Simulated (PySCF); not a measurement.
## Be (beryllium, neutral) across methods

[He] 2s1 3d1, high-spin 3D determinant (an excited configuration). Computed with PySCF 2.14 in aug-cc-pV5Z (7s6p5d4f3g2h, 127 functions), with no relativity, point nucleus.

```tsv
method	E (hartree)	mean ε 1s β (eV)	mean ε 2s α (eV)	mean ε 3d α (eV)	Σ⟨r²⟩ (bohr²)	⟨S²⟩
UHF	-14.30959	-134.49	-13.339	-0.882	46.55	2.000
B97-3	-14.3885	-118.93	-10.685	-0.442	46.20	2.000
LDA	-14.1712	-111.20	-9.622	-0.022	45.71	2.000
LC-wPBE	-14.3492	-118.50	-13.352	-1.179	45.90	2.000
r2SCAN	-14.3773	-114.96	-9.925	-0.047	46.11	2.000
PBE0	-14.3612	-118.19	-10.733	-0.406	46.07	2.000
HSE06	-14.3649	-117.79	-10.337	-0.124	46.16	2.000
PBE	-14.3591	-112.50	-9.741	-0.170	45.97	2.000
```

The outer electron is Rydberg-like, and this basis confines it to a smaller radius and binds it less than a complete one would.
